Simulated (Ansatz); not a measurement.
Cost and result for the atomization energy of `CC[N](C)[InH][Cl]` (15 atoms, 14 bonds).

Z-matrix (Å, degrees):
```
C
C 1 1.523
H 1 1.093 2 110.7
H 1 1.092 2 111.7 3 120.3
H 1 1.093 2 110.5 3 -120.0
N 2 1.446 1 114.6 3 -59.8
H 2 1.096 1 108.7 3 62.5
H 2 1.102 1 108.9 3 177.6
In 6 1.997 2 122.2 1 107.5
C 6 1.442 2 114.9 1 -70.0
Cl 9 2.340 6 109.9 2 -178.3
H 9 1.693 6 129.8 2 3.2
H 10 1.098 6 112.8 2 64.5
H 10 1.091 6 110.5 2 -175.4
H 10 1.100 6 110.8 2 -55.9
```

Charge 0, multiplicity 1. Correlated methods include outer-core shells of In, which these sets cover unevenly. In takes the def2 core potential. The structure was optimised at the PBE0-D4/def2-TZVP level. It is one conformer, not always the lowest. Program: Ansatz. All runs use 2 threads of an AMD EPYC 7R13 on a shared host and a share of an NVIDIA H100 80 GB. Times are those of one run each, without the atoms' runs, and a repeat can differ threefold. Electronic energies, without spin–orbit coupling; frozen cores. CCSD(T)/CBS adds CCSD(T) − MP2 in def2-TZVPP to the MP2 limit, and its time is that of the two runs behind it. T1 = 0.015. With those shells the extrapolation isn't a true limit. B3LYP takes the VWN-RPA correlation (the form of Gaussian; ORCA's B3LYP/G).

CCSD(T)/CBS is a level of theory with its own doubt, some kJ/mol a heavy atom from the limit and from the frozen cores, so smaller differences don't rank the functionals.

```tsv
level	functions	atomization (kcal/mol)	difference from CCSD(T)/CBS	per bond
CCSD(T)/CBS(def2)	–	1259.4	0.0	0.0
B2PLYP/def2-TZVPP	342	1239.8	-19.6	-1.4
CCSD(T)/def2-TZVPP	342	1226.9	-32.5	-2.3
MP2/def2-QZVPP	650	1257.8	-1.6	-0.1
ωB97X-V/def2-TZVPP	342	1262.1	2.7	0.2
B3LYP-D4/def2-TZVPP (with forces)	342	1253.7	-5.7	-0.4
PBE-D4/def2-TZVPP (with forces)	342	1278.0	18.6	1.3
PBE0-D4/def2-TZVPP	342	1260.6	1.2	0.1
ωB97M-V/def2-TZVPP (with forces)	342	1260.5	1.1	0.1
r2SCAN-D4/def2-TZVPP (with forces)	342	1256.9	-2.5	-0.2
```

(1) Order the runs by time, with rough figures. (An estimate is asked.)

Results:

(1) Ansatz gave: MP2/def2-QZVPP 11 s; PBE0-D4/def2-TZVPP 12 s; B2PLYP/def2-TZVPP 12 s; B3LYP-D4/def2-TZVPP (with forces) 13 s; PBE-D4/def2-TZVPP (with forces) 14 s; ωB97M-V/def2-TZVPP (with forces) 15 s; r2SCAN-D4/def2-TZVPP (with forces) 15 s; ωB97X-V/def2-TZVPP 15 s; CCSD(T)/def2-TZVPP 25 s; CCSD(T)/CBS(def2) 36 s.

From PBE to PBE0 (25 % exact exchange), in def2-TZVPP and without D4, the atomization energy moves by −16.2 kcal/mol: exact exchange takes away binding that semilocal exchange gives to molecules. In def2-TZVPP, CCSD(T) changes the Hartree–Fock value by +314.7 kcal/mol (the triples alone add +18.5 kcal/mol) and MP2 by +326.4 kcal/mol; breaking electron pairs costs correlation energy, which Hartree–Fock lacks. The D4 term adds +13.5 kcal/mol with B3LYP and +7.2 kcal/mol with PBE0; it sums over pairs of atoms, weighted by their polarisabilities, and B3LYP, whose exchange is more repulsive, gets the larger term.

Spin–orbit coupling would lower the free In atoms strongly, and the atomization energy with them, by more than many differences here.
